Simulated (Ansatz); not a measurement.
Series SiCl3X: binding per atom (eV) at several levels, gas phase, relaxed structures; Ansatz. Core potentials for I in the def2 sets, no spin–orbit coupling. Binding counts from free atoms in the multiplicity of their measured ground term, without zero-point energy. A dash marks a value that wasn't run or was left out as unsound. The structures are stationary points that may keep the symmetry of their start. Correlated methods freeze inner cores and use unrestricted references for open shells.

```json
{"species": "SiICl3", "state": "singlet", "geometry": "PBE-D4/def2-SVP", "PBE-D4/def2-SVP": "3.11", "PBE-D4/def2-TZVP": "3.15", "r2SCAN-D4/def2-TZVP": "3.12", "PBE0-D4/def2-SVP": "3.04", "PBE0-D4/def2-TZVP": "3.10", "MP2/def2-TZVP": "–"}
{"species": "SiHCl3", "state": "singlet", "geometry": "r2SCAN-D4/def2-SVP", "PBE-D4/def2-SVP": "3.21", "PBE-D4/def2-TZVP": "3.25", "r2SCAN-D4/def2-TZVP": "3.25", "PBE0-D4/def2-SVP": "3.16", "PBE0-D4/def2-TZVP": "3.22", "MP2/def2-TZVP": "3.21"}
{"species": "SiFCl3 (SiCl3F)", "state": "singlet", "geometry": "PBE-D4/def2-SVP", "PBE-D4/def2-SVP": "3.75", "PBE-D4/def2-TZVP": "3.80", "r2SCAN-D4/def2-TZVP": "3.77", "PBE0-D4/def2-SVP": "3.64", "PBE0-D4/def2-TZVP": "3.71", "MP2/def2-TZVP": "3.80"}
{"species": "SiBrCl3", "state": "singlet", "geometry": "r2SCAN-D4/def2-SVP", "PBE-D4/def2-SVP": "3.25", "PBE-D4/def2-TZVP": "3.29", "r2SCAN-D4/def2-TZVP": "3.27", "PBE0-D4/def2-SVP": "3.19", "PBE0-D4/def2-TZVP": "3.24", "MP2/def2-TZVP": "–"}
{"species": "Si(OH)Cl3 (SiCl3OH)", "state": "singlet", "geometry": "r2SCAN-D4/def2-SVP", "PBE-D4/def2-SVP": "3.72", "PBE-D4/def2-TZVP": "3.77", "r2SCAN-D4/def2-TZVP": "3.74", "PBE0-D4/def2-SVP": "3.63", "PBE0-D4/def2-TZVP": "3.69", "MP2/def2-TZVP": "3.74"}
{"species": "Si(SH)Cl3 (SiHSCl3)", "state": "singlet", "geometry": "PBE0-D4/def2-SVP", "PBE-D4/def2-SVP": "3.30", "PBE-D4/def2-TZVP": "3.34", "r2SCAN-D4/def2-TZVP": "3.33", "PBE0-D4/def2-SVP": "3.24", "PBE0-D4/def2-TZVP": "3.30", "MP2/def2-TZVP": "3.27"}
{"species": "Si(CN)Cl3 (SiCNCl3)", "state": "singlet", "geometry": "PBE0-D4/def2-SVP", "PBE-D4/def2-SVP": "4.31", "PBE-D4/def2-TZVP": "4.32", "r2SCAN-D4/def2-TZVP": "4.18", "PBE0-D4/def2-SVP": "4.15", "PBE0-D4/def2-TZVP": "4.18", "MP2/def2-TZVP": "4.23"}
{"species": "Si(CCH)Cl3 (C2HCl3Si)", "state": "singlet", "geometry": "r2SCAN-D4/def2-SVP", "PBE-D4/def2-SVP": "4.27", "PBE-D4/def2-TZVP": "4.27", "r2SCAN-D4/def2-TZVP": "4.18", "PBE0-D4/def2-SVP": "4.16", "PBE0-D4/def2-TZVP": "4.18", "MP2/def2-TZVP": "4.20"}
{"species": "Si(NH2)Cl3 (SiNCl3H2)", "state": "singlet", "geometry": "PBE-D4/def2-SVP", "PBE-D4/def2-SVP": "3.56", "PBE-D4/def2-TZVP": "3.60", "r2SCAN-D4/def2-TZVP": "3.54", "PBE0-D4/def2-SVP": "3.49", "PBE0-D4/def2-TZVP": "3.53", "MP2/def2-TZVP": "3.49"}
{"species": "SiMeCl3 (CH3Cl3Si)", "state": "singlet", "geometry": "PBE0-D4/def2-SVP", "PBE-D4/def2-SVP": "3.72", "PBE-D4/def2-TZVP": "3.73", "r2SCAN-D4/def2-TZVP": "3.71", "PBE0-D4/def2-SVP": "3.68", "PBE0-D4/def2-TZVP": "3.70", "MP2/def2-TZVP": "–"}
{"species": "Si(iPr)Cl3 (C3H7Cl3Si)", "state": "singlet", "geometry": "PBE-D4/def2-SVP", "PBE-D4/def2-SVP": "4.00", "PBE-D4/def2-TZVP": "3.98", "r2SCAN-D4/def2-TZVP": "3.94", "PBE0-D4/def2-SVP": "3.96", "PBE0-D4/def2-TZVP": "3.94", "MP2/def2-TZVP": "3.86"}
{"species": "SiCl3(NiPr2) (C6H14Cl3NSi)", "state": "singlet", "geometry": "r2SCAN-D4/def2-SVP", "PBE-D4/def2-SVP": "4.14", "PBE-D4/def2-TZVP": "4.11", "r2SCAN-D4/def2-TZVP": "4.04", "PBE0-D4/def2-SVP": "4.09", "PBE0-D4/def2-TZVP": "4.06", "MP2/def2-TZVP": "3.96"}
```
